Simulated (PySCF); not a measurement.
CF3CH2CF3, C3H2F6.
Bonds: F1–C2, C2–F3, C2–F4, C2–C5, C5–C6, C6–F7, C6–F8, C6–F9. Hydrogens: H10, H11 on C5.

Level of theory: TDDFT wB97X-D/def2-SVPD, vertical, gas phase, core orbitals frozen in the response in PySCF. Geometry: PBE0-D3(BJ)/def2-SVP; no solvent, vibrations or thermal averaging. Torsions of this conformer, `[F:1][C:2]([F:3])([F:4])[CH2:5][C:6]([F:7])([F:8])[F:9]`: F1–C2–C5–C6 179°, C2–C5–C6–F7 59°.

```json
{"state": "S1", "E (eV)": "11.21", "λ (nm)": "110.6", "f": "0.0099", "main configurations (H = HOMO, L = LUMO)": "H→L (91%)"}
{"state": "S2", "E (eV)": "11.59", "λ (nm)": "107.0", "f": "0.072", "main configurations (H = HOMO, L = LUMO)": "H-1→L (86%)"}
{"state": "S3", "E (eV)": "11.87", "λ (nm)": "104.5", "f": "0.032", "main configurations (H = HOMO, L = LUMO)": "H-2→L (78%)"}
{"state": "S4", "E (eV)": "12.10", "λ (nm)": "102.4", "f": "0.0000", "main configurations (H = HOMO, L = LUMO)": "H-3→L (76%), H-4→L+1 (11%)"}
{"state": "S5", "E (eV)": "12.16", "λ (nm)": "102.0", "f": "0.0000", "main configurations (H = HOMO, L = LUMO)": "H→L+3 (72%), H→L+5 (17%)"}
{"state": "S6", "E (eV)": "12.20", "λ (nm)": "101.6", "f": "0.0003", "main configurations (H = HOMO, L = LUMO)": "H→L+1 (65%), H-7→L (9%)"}
{"state": "S7", "E (eV)": "12.20", "λ (nm)": "101.6", "f": "0.0011", "main configurations (H = HOMO, L = LUMO)": "H-4→L (70%), H-3→L+1 (16%)"}
{"state": "S8", "E (eV)": "12.33", "λ (nm)": "100.6", "f": "0.077", "main configurations (H = HOMO, L = LUMO)": "H→L+4 (53%), H-1→L+1 (12%)"}
{"state": "S9", "E (eV)": "12.47", "λ (nm)": "99.4", "f": "0.060", "main configurations (H = HOMO, L = LUMO)": "H-6→L (46%), H→L+2 (29%), H-1→L+1 (10%)"}
```

Triplets (Tamm–Dancoff): T1 10.93 eV, H→L (77%), H→L+4 (13%); T2 11.21 eV, H-1→L (70%), H-1→L+4 (12%); T3 11.48 eV, H-2→L (57%).

The lowest singlet comes at 111 nm (1081 kJ/mol) in the vacuum ultraviolet; it is weak; its leading configuration is HOMO→LUMO (91%). The most intense listed level is S8 at 12.33 eV (101 nm, f = 0.077), 1.12 eV above S1. S6/S7 lie within about 0.01 eV of each other. Löwdin shares by element: HOMO fluorine 32% or more, carbon 29% or more (atoms not listed hold the other 39%); LUMO carbon 34% or more, hydrogen 25% (atoms not listed hold the other 41%). Orbital energies (eV): HOMO-3 -14.25, HOMO-2 -14.24, HOMO-1 -13.82, HOMO -13.34, LUMO 2.13, LUMO+1 3.01, LUMO+2 3.32. The oscillator strengths of these states sum to 0.252; summed over the whole spectrum of an exact calculation they would give the number of electrons, 74 (Thomas–Reiche–Kuhn). Weighted by f, the mean energy of these states is 12.05 eV. All these states lie below the vertical ionisation energy of 13.82 eV (ΔSCF). Orbitals of the list HOMO-3 to LUMO+2 that lie within 0.01 eV of each other are written together with a slash and their weights summed (≥ marks a lower bound); for degenerate orbitals outside that list single weights are arbitrary. Only the lowest 10 singlets were computed, as vertical energies without vibronic structure. The highest level found (12.48 eV, f 0.0002 so far) is left out, since the window may have cut off a degenerate partner.
